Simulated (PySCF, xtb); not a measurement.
Bi(OH)2(OMe) (CH5BiO3), SMILES C[O][Bi]([OH])[OH]. Other conformers were not sampled.

Harmonic wavenumbers (cm⁻¹) from GFN2-xTB (xtb 6.7.1) at its own minimum, in rising order: 80, 95, 150, 157, 172, 224, 267, 297, 409, 466, 471, 846, 883, 1071, 1140, 1145, 1412, 1484, 1496, 2871, 2919, 2972, 3673, 3682.

Problem. What does PBE-D3(BJ)/def2-SVP (PySCF 2.14.0) give at its own minimum? (An estimate is asked for; the answer gives what the named calculation found.)

Solution. 47, 99, 133, 143, 153, 239, 276, 389, 473, 524, 540, 803, 834, 1059, 1125, 1143, 1402, 1419, 1430, 2890, 2960, 2991, 3646, 3672. Paired by order, the mean absolute difference is 32 cm⁻¹ and the zero-point energies are 40.6 and 40.6 kcal/mol.
